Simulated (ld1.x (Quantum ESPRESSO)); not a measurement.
**Scattering properties, PAW potential for aluminium (Al)**

ld1.x (Quantum ESPRESSO) 7.5 input, shortened:

```
&input
   title='Al', zed=13., rel=1, dft='PZ', iswitch=3,
   config='[Ne] 3s1.5 3p1.5 3d-2'
 /
 &inputp
   pseudotype=3, lpaw=.true., tm=.true., lloc=-1, rcloc=0.90,
   nlcc=.false.,
   which_augfun='BESSEL', rmatch_augfun=0.75
 /
6
2S  1  0   2.00   0.00  0.90  1.05  0.0
3S  2  0   1.50   0.00  0.90  1.05  0.0
2P  2  1   6.00   0.00  0.90  1.05  0.0
3P  3  1   1.50   0.00  0.90  1.05  0.0
3D  3  2  -2.00   0.20  0.65  0.90  0.0
3D  3  2  -2.00   0.80  0.65  0.90  0.0
 &test
   configts(1)='2s2 2p6 3s1.5 3p1.5'
 /
```

The phase is arctan(r·u′/u) with u = r·R(r), unwrapped; energies in Ry, scanned from -10 to 5 Ry. A pole is an energy at which the radial function vanishes at the test radius. The pseudo phase is shifted by a multiple of π to meet the all-electron one at the reference energy, and phase errors are pseudo minus all-electron; the curves can meet again beyond the range given. Levels narrower than the energy grid can be missing from the lists of poles.

Problem. For each channel, where are the poles, and over which energies does the pseudopotential scatter like the atom?

Solution.

```
channel  radius (bohr)  reference energy (Ry)  poles, all-electron  poles, pseudo  unbroken range about the reference energy with phases within 0.05 rad  phase error 1 Ry above the reference energy (rad)
      s           1.15                  -0.61                -6.69          -6.69                                                        the whole range                                             +0.000
      p           1.15                  -0.23                -4.04          -4.04                                                        the whole range                                             -0.000
      d           1.15                   0.20                 none           none                                                        the whole range                                             +0.000
```

The ghost test of this file was not conclusive. Its overlap operator is not positive definite in a basis up to 400 Ry (lowest eigenvalue s -0.13), so the file is unfit for use: the generalised eigenproblem breaks down once the basis is large enough, and its test numbers describe a broken file.

Phases in the s channel:

```
E (Ry)  all-electron  pseudo
-10.00         0.907   0.909
 -9.52         0.692   0.693
 -9.04         0.221   0.222
 -8.56        -0.575  -0.575
 -8.08        -1.121  -1.120
 -7.60        -1.369  -1.369
 -7.12        -1.499  -1.498
 -6.64        -1.577  -1.577
 -6.16        -1.631  -1.631
 -5.68        -1.672  -1.671
 -5.20        -1.704  -1.704
 -4.72        -1.731  -1.731
 -4.24        -1.755  -1.755
 -3.76        -1.777  -1.776
 -3.28        -1.797  -1.797
 -2.80        -1.818  -1.817
 -2.32        -1.838  -1.838
 -1.84        -1.858  -1.858
 -1.36        -1.879  -1.879
 -0.88        -1.902  -1.902
 -0.40        -1.926  -1.926
  0.08        -1.952  -1.952
  0.56        -1.981  -1.981
  1.04        -2.014  -2.014
  1.52        -2.051  -2.051
  2.00        -2.094  -2.093
  2.48        -2.144  -2.142
  2.96        -2.203  -2.201
  3.44        -2.275  -2.271
  3.92        -2.361  -2.355
  4.40        -2.468  -2.458
  4.88        -2.600  -2.584
```
